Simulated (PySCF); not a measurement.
# Ionisation energy of Be⁺ by level of theory

Be⁺ [He] 2s1 (2S) → Be²⁺ 1s2 (1S), as a difference of total energies. All numbers are calculated (PySCF 2.14, no relativity, point nucleus, in aug-pcseg-2 (5s3p2d, 24 functions)). The calculations carry no spin-orbit coupling.

```
   method  ionisation energy (eV)  error (eV)
      UHF                  18.118      -0.093
      LDA                  18.226      +0.015
      PBE                  18.468      +0.257
     PBE0                  18.435      +0.224
   r2SCAN                  18.168      -0.043
CAM-B3LYP                  18.592      +0.381
  wB97M-V                  18.299      +0.088
     BP86                  18.370      +0.159
   PBEsol                  18.259      +0.048
```

Reference: 18.211 eV (measured; NIST Atomic Spectra Database, ionization energies).
